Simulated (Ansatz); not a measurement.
`[F][Sn][Br]` + H₂O → `[OH][Sn][Br]` + H–F at 600 K and 1 bar (formal hydrolysis of the Sn–F bond).

Program: Ansatz. Geometries: PBE0-D4/def2-TZVP. ΔE: electronic, gas phase. CBS: MP2 limit from def2 TZ/QZ plus the TZ coupled-cluster correction, frozen cores. This one scheme is used for every species. def2 core potentials past Kr. For Br, Sn outer-core shells are correlated without core-valence functions, which leaves a few kJ/mol of doubt a bond. Scalar relativity is left out up to krypton. Each species was taken in one conformer, which may not be the lowest.

| species | CCSD(T)/CBS energy (Eh) | H − E (kJ/mol) | S (J/(mol·K)) |
| --- | --- | --- | --- |
| `[F][Sn][Br]` | -2887.23951 | 35.9 | 350.0 |
| H₂O | -76.37941 | 76.8 | 212.8 |
| `[OH][Sn][Br]` | -2863.20849 | 70.7 | 363.3 |
| H–F | -100.39570 | 42.3 | 194.0 |

H − E and S are ideal-gas, rigid-rotor, harmonic terms from PBE0-D4/def2-TZVP, for one conformer and one mirror image of each species. 1 Eh = 2625.50 kJ/mol, R = 8.31446 J/(mol·K).

**Question.** By hand: ΔE, ΔH, ΔS and ΔG.

**Answer.** ΔE = (-2863.20849) + (-100.39570) − (-2887.23951) − (-76.37941) = 0.01473 Eh = 38.7 kJ/mol. Δ(H − E) = 70.7 + 42.3 − 35.9 − 76.8 = 0.3, so ΔH = 39.0 kJ/mol. ΔS = 363.3 + 194.0 − 350.0 − 212.8 = -5.5 J/(mol·K). ΔG = 39.0 − 600 × (-5.5)/1000 = 42.3 kJ/mol.

**Question.** By hand: the equilibrium constant, and the temperature at which ΔG would vanish if ΔH and ΔS stayed fixed.

**Answer.** log₁₀ K = −ΔG/(RT ln 10) = -3.7. ΔH and −TΔS have one sign here, so there is no such temperature.

The number of gas molecules stays the same, so ΔS is small and ΔH decides. A doubt of 5 kJ/mol in ΔE shifts log₁₀ K by 0.4 here. Other conformers and mirror images would add mixing entropy, several J/(mol·K) or more a flexible species. These are equilibria of isolated gas molecules and say nothing of rates. Largest T1 diagnostic: 0.015 (customary marks: 0.02 for closed shells, 0.045 for open ones).

ΔS is within the doubt of such terms, so its sign, and with it that verdict, could turn.
